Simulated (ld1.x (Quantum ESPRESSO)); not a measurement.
## calcium: excitation energies, all-electron against TM

ld1.x (Quantum ESPRESSO) 7.5 input, shortened:

```
&input
   title='Ca', zed=20., rel=1, dft='PBE', iswitch=3,
   config='[Ar] 3d0 4s2 4p0'
 /
 &inputp
   pseudotype=2, tm=.true., lloc=1,
   nlcc=.false.
 /
3
3S  1  0   2.00   0.00  1.95  1.95  0.0
3D  3  2   0.00   0.00  2.05  2.05  0.0
3P  2  1   6.00   0.00  1.55  1.55  0.0
 &test
   configts(1)='3s2 3p6 3d0 4s2 4p0'
 /
```

Occupied shells without a wave of their own: 4s. They enter only through the test configuration that unscreens the potential.

Energies are relative to the spin-unpolarised reference configuration 3s2 3p6 3d0 4s2 4p0; without spin polarisation the order of configurations can differ from experiment. The frozen-core shift is the all-electron ΔE with the core orbitals held at their reference shape minus the fully relaxed ΔE.

```csv
valence configuration,charge,ΔE all-electron (eV),error AE − PS (meV),frozen-core shift (meV)
3s2 3p6 3d0 4s1 4p0,+1,6.309,-322,+0.1
3s2 3p6 3d0 4s0 4p0,+2,18.130,-920,+0.3
3s2 3p6 3d0 4s0 4p2,0,4.951,-536,0.0
3s2 3p6 3d1 4s0 4p0,+1,7.688,-475,+2.6
3s2 3p6 3d0.5 4s1.5 4p0,0,1.053,-93,+0.9
```

(1) What are ΔE and the potential's error for 3s1 3p6 3d0 4s2 4p0?

(2) What are ΔE and the potential's error for 3s2 3p6 3d0 4s1.5 4p0?

Answers

(1) ΔE = 54.229 eV all-electron; the error (AE − PS) is +78 meV.

(2) ΔE = 2.504 eV all-electron; the error (AE − PS) is -136 meV.

The 4s level has no wave, so the channel is fitted at the deeper level alone: the likely source of the large errors.
